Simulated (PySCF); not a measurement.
Isomers of C5H6F2OSi. Method used: TDDFT CAM-B3LYP/def2-SVPD, vertical, gas phase, core orbitals frozen in the response (PySCF). Geometries: GFN2-xTB; one conformer of each isolated species. Triplets are in the Tamm–Dancoff approximation. 'Strongest' means the level of largest summed f among the lowest 8 singlets; it needn't be the same kind of state in each.

**Question.** Rank by computed HOMO energy, highest first.
A. `C#C/C=C\CO[SiH](F)F`
B. `C#C/C=C/CO[SiH](F)F`
C. `FC(F)C1=COC([SiH3])=C1`
D. `C#C/C=C(/O[SiH3])C(F)F`

**Answer.** D (-8.19 eV), C (-8.40 eV), B (-8.57 eV), A (-8.80 eV).

```
                SMILES  HOMO (eV)  strongest (eV)  T1 (eV)  gap (eV)  f (strongest)    S1 mainly
C#C/C=C(/O[SiH3])C(F)F      -8.19            5.29     3.19      8.00           0.46    H→L (92%)
  FC(F)c1coc([SiH3])c1      -8.40            7.67     3.79      8.74           0.33    H→L (97%)
   C#C/C=C/CO[SiH](F)F      -8.57            5.63     3.47      8.45           0.39  H-1→L (92%)
   C#C/C=C\CO[SiH](F)F      -8.80            5.65     3.48      8.48           0.27  H-1→L (83%)
```

H and L stand for HOMO and LUMO.

- `C#C/C=C(/O[SiH3])C(F)F`: Löwdin shares by element: HOMO carbon 75% or more (atoms not listed hold the other 25%); LUMO carbon 71% or more (atoms not listed hold the other 29%).
- `FC(F)c1coc([SiH3])c1`: Löwdin shares by element: HOMO carbon 80% or more (atoms not listed hold the other 21%); LUMO carbon 48% or more, oxygen 16% (atoms not listed hold the other 36%).
- `C#C/C=C/CO[SiH](F)F`: Löwdin shares by element: HOMO carbon 87% or more; LUMO carbon 77% or more (atoms not listed hold the other 23%).
- `C#C/C=C\CO[SiH](F)F`: Löwdin shares by element: HOMO carbon 87% or more; LUMO carbon 78% or more (atoms not listed hold the other 22%).
